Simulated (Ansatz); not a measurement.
## Ligand exchange: GaH2I + C2H6S → GaH2(SH) + C2H5I

Species: GaH2I `[GaH2][I]`, singlet; C2H6S `CCS`, singlet; GaH2(SH), singlet; C2H5I `CCI`, singlet. The partners trade I for SH: Ga–I and C–SH bonds give way to Ga–SH and C–I.

Shapes, held fixed at every level: PBE0-D4/def2-TZVP. Flexible molecules stand in one conformer, not always the lowest. Programs: Ansatz 0.2.0. The zero-point and thermal change to 298 K, harmonic and unscaled (PBE0-D4/def2-TZVP), is -1.3 kJ/mol.

| level | kind | ΔH(298 K) (kJ/mol) | less CCSD(T)/def2-TZVPP | CPU time (sum over the molecules) |
| --- | --- | --- | --- | --- |
| B3LYP-D4/def2-TZVPP | global hybrid | +26.7 | +2.4 | 24 s |
| BHLYP-D4/def2-TZVPP | global hybrid | +33.6 | +9.3 | 19 s |
| PBE0-D4/def2-TZVPP | global hybrid | +30.3 | +6.0 | 17 s |
| wB97M-V/def2-TZVPP | range-separated hybrid | +29.9 | +5.6 | 64 s |
| wB97X-V/def2-TZVPP | range-separated hybrid | +30.9 | +6.6 | 47 s |
| B2PLYP/def2-TZVPP | double hybrid | +26.9 | +2.6 | 32 s |
| CCSD(T)/def2-SVP | coupled cluster or CI | +34.0 | +9.7 | 18 s |
| CCSD(T)/def2-TZVPP | coupled cluster or CI | +24.3 | 0.0 | 4.4 min |

The highest level, CCSD(T)/def2-TZVPP, gives ΔH(298 K) = +24.3 kJ/mol; the levels span +24.3 to +34.0. The column of differences is taken from that level and isn't an error. No measured value is set beside it here. For atoms past krypton def2 sets carry core potentials with scalar relativity. Relativity is left out for Ga unless named. Correlated rows may include outer-core shells of Ga, I, which these sets cover unevenly. Times are processor times on shared x86 and Arm servers, and rough.
